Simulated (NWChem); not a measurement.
System: GeO cation, doublet; SMILES of the neutral closed-shell parent [O]=[Ge]

Computed with NWChem. Spin-unrestricted. This spin state was assumed; another may lie lower. No stability test was run on the SCF state. Each level has its own optimisation; frequencies are unscaled.

For level PBE-D3(BJ)/def2-SVP:

- highest harmonic frequency (cm⁻¹) = 858

Q: Estimate the same quantities for level PBE0/def2-TZVP.

A: The highest harmonic frequency (cm⁻¹) is 880.
